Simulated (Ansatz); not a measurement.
Basis-set extrapolation for C$_{2}$H$_{9}$AlSi$_{2}$ (`[AlH2][C@@H]1[SiH2][C@H]1[SiH3]`) (PBE0-D4/def2-TZVP geometry, frozen core, Ansatz). Multiplicity 1, RHF reference.

```tsv
	def2-TZVPP	def2-QZVPP
HF	-900.762479	-900.791372
MP2 correlation	-0.674820	-0.719714
CCSD(T) correlation	-0.770268	not run
```

Energies in hartree. Use E(X) = E(∞) + A·exp(−7.88·√X) for Hartree–Fock and E(X) = E(∞) + B·X^(−2.97) for correlation, with X = 3 and 4, and add CCSD(T) minus MP2 of the smaller set to the MP2 limit.

Q: What is the CCSD(T) energy at the basis-set limit?

A: HF limit: -900.791372 + (-0.028893) × 0.13774 = -900.79535. MP2 limit: -0.719714 + (-0.044894) × 0.74074 = -0.75297. Higher-order term: -0.770268 − (-0.674820) = -0.09545. Total: -901.64377 hartree, 69.7 kcal/mol below CCSD(T)/def2-TZVPP.
